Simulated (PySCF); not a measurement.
CH3NO2Si, SMILES N#CO[SiH2]O.

Geometry optimised at r2SCAN-D4/def2-SVP. This is a generated structure with no PubChem entry under its InChIKey; it may be hypothetical. Other conformers were not sampled.

The numbers are results of PySCF with B3LYP/def2-TZVP, not measurements.

Isolated molecule, no solvent.

The total energy is -534.79303 hartree. The highest occupied level is -8.46 eV and the lowest empty level comes out as -0.64 eV. The orbital gap comes out as 7.81 eV and the dipole moment is 4.07 D. The quadrupole, principal values (traceless, Buckingham form, about the centre of nuclear charge) is -13.42, 3.79, 9.62 D·Å, the mean static polarisability comes out as 45.5 bohr³ (6.75 Å³) and the polarisability, principal values comes out as 37.5, 39.1, 60.0 bohr³.
